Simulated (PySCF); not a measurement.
Se(F)(Et) (C2H5FSe), SMILES F[Se]CC. Atoms are numbered in the order given.

```xyz
9

Se     0.0942     0.2477     0.7058
F      1.3150     0.8278    -0.4471
C     -0.5737    -1.1554    -0.4454
C     -1.1208    -0.6447    -1.7624
H     -1.3459    -1.6483     0.1713
H      0.2411    -1.8811    -0.5878
H     -0.3451    -0.0837    -2.3028
H     -1.9793     0.0249    -1.6069
H     -1.4421    -1.4846    -2.3987
```

The structure is a stationary point at PBE0-D3(BJ)/def2-SVP. This is a generated structure with no PubChem entry under its InChIKey; it may be hypothetical. One conformer was computed; it need not be the lowest.

Two levels are set side by side: PBE/pcSseg-1 (PySCF) and PBE0/pcSseg-1 (PySCF). GIAO shifts against CFCl3 (¹⁹F), Me2Se (⁷⁷Se), TMS (¹H), TMS (¹³C) at the same level; non-relativistic, no solvent, atoms listed together averaged. Differences are taken from unrounded values.

```csv
quantity,PBE0
δ(⁷⁷Se) of Se1 (ppm),2195.8
δ(¹⁹F) of F2 (ppm),-482.1
δ(¹³C) of C3 (ppm),46.4
δ(¹³C) of C4 (ppm),17.0
```

Problem. What does PBE give, and how far is it from PBE0? (An estimate is asked for; the answer gives what the named calculation found.)

Solution. 
```
quantity                 PBE  PBE minus PBE0
--------------------  ------  --------------
δ(⁷⁷Se) of Se1 (ppm)  2201.0             5.2
δ(¹⁹F) of F2 (ppm)    -493.6           -11.5
δ(¹³C) of C3 (ppm)      50.0             3.6
δ(¹³C) of C4 (ppm)      17.3             0.3
```

Rough cost on one machine, each run with all the roots and properties that it gave: PBE0 against PBE within a factor of 2.
